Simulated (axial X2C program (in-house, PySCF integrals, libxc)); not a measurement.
## Spin–orbit effects down a group: molecules with B (ions), HF

Computed with an in-house all-electron X2C program for linear molecules (integrals from PySCF), spin-free (one-electron X2C) or two-component (2c: spin–orbit coupling with atomic mean-field Coulomb and Gaunt terms, which also bring small scalar terms), in Dyall basis sets with cores contracted in-house; open shells are unrestricted.

Basis sets: B dyall-v3z, Br dyall-cv3z, Cl dyall-av3z, F dyall-av3z.

```tsv
molecule	spin-free state	Re (Å)	ωe (cm⁻¹)	De (eV)	2c state	Re 2c (Å)	ωe 2c (cm⁻¹)	De 2c (eV)
BF⁺	M_S = 1/2, Λ = 0	1.197	1790.9	4.17	Ω = 1/2	1.197	1791.2	4.16
BCl⁺	M_S = 1/2, Λ = 0	1.596	1171.7	3.04	Ω = 1/2	1.596	1171.4	2.98
BBr⁺	M_S = 1/2, Λ = 0	1.746	961.0	2.53	Ω = 1/2	1.746	958.5	2.37
```

(1) Work out the shifts from the spin-free to the two-component result.

Fragments in 2c: F + B+, Cl + B+, Br + B+. Each entry is the lowest single determinant of a limited PBE0 search at one distance. De goes to single-determinant-based atoms at the same level (for ions the charge split of lowest energy) and is withheld (n/a) where an atom does not fit its ground term or J level. Main or longest-lived isotopes.

Results:

(1) 

```tsv
molecule	2c state	ΔRe (Å)	Δωe (cm⁻¹)	ΔDe (eV)
BF⁺	Ω = 1/2	0.000	0.3	-0.01
BCl⁺	Ω = 1/2	0.000	-0.3	-0.06
BBr⁺	Ω = 1/2	0.000	-2.5	-0.16
```

Shifts of one unit in the last digit are rounding.
